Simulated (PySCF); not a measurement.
Computed shifts of a molecule CH9NOSi3, PySCF with HF/pcSseg-1, GIAO, gas phase, atoms alike by connectivity averaged where their shifts nearly agree, in ppm (number of nuclei): ²⁹Si: -9.8 (1), -24.0 (1), -53.2 (1). ¹³C: 14.2 (1). ¹⁵N: 3.8 (1). ¹H: 4.93 (1), 4.86 (2), 4.74 (1), 4.02 (3), 1.93 (1), 0.08 (1). References: ²⁹Si against TMS (σ = 393.8 ppm); ¹³C against TMS (σ = 192.6 ppm); ¹⁵N against NH3 (σ = 267.3 ppm); ¹⁷O against H2O (σ = 333.0 ppm); ¹H against TMS (σ = 31.99 ppm), references at their B3LYP-D3(BJ)/def2-TZVP geometries, non-relativistic. Geometry: PBE0-D3(BJ)/def2-SVP. Other conformers were not sampled.

Which molecule gave these data?
A) N[C@H]1[SiH2]O[SiH2][SiH2]1
B) [SiH3][C@H]1N[SiH2]O[SiH2]1
C) O[SiH2]/N=C\[SiH2][SiH3]
D) [SiH3][C@@H]1O[SiH2]N[SiH2]1

B, [SiH3][C@H]1N[SiH2]O[SiH2]1
